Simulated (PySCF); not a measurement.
Below is a simulated gas-phase C 1s photoelectron spectrum of `C#[C][GeH2][CH2][SiH3]`.

Every computed line was given a Gaussian of 0.5 eV full width at half maximum and an area set by the number of equivalent atoms; the highest printed point is 100. Method used: PySCF, delta-SCF UKS SCAN, pcX-2 on the ionised atom, pcseg-1 elsewhere, spin-free X2C.

(binding energy (eV), intensity): (289.4, 0), (289.5, 1), (289.6, 5), (289.7, 12), (289.8, 28), (289.9, 51), (290.0, 77), (290.1, 96), (290.2, 100), (290.3, 86), (290.4, 61), (290.5, 36), (290.6, 17), (290.7, 7), (290.8, 2), (290.9, 1), (291.0, 0)

Task: Count the maxima, the lines and the sites behind this envelope.

Result: The curve has 1 maximum (at 290.2 eV). Under it lie 3 lines from 3 inequivalent carbon sites. At this width some lines have no maximum of their own.

Task: Decompose the envelope and assign each component. Numbering: `[CH:1]#[C:2][GeH2:3][CH2:4][SiH3:5]`.

Result: 
| position (eV) | relative area | line | atoms | environment |
| --- | --- | --- | --- | --- |
| 290.06 | 1 | C 1s | C4 | sp3 carbon bound to silicon |
| 290.18 | 1 | C 1s | C2 | alkyne carbon |
| 290.27 | 1 | C 1s | C1 | terminal alkyne carbon |

The 3 C 1s values lie within 0.21 eV of each other; Gaussian lines of 0.5 eV full width would blend them into one maximum.

No satellites, vibrations or lifetime broadening are included. The unrestricted hole states depart most from a pure doublet (⟨S²⟩ = 0.75; over 0.85 named) for C 1s of C1 (0.85) and C 1s of C2 (0.88), which makes these values less certain. Isolated species at its PBE0-D3(BJ)/def2-SVP geometry (one conformer only).

Shape of the structure used: `[CH:1]#[C:2][GeH2:3][CH2:4][SiH3:5]`: C2–Ge3–C4–Si5 60°.
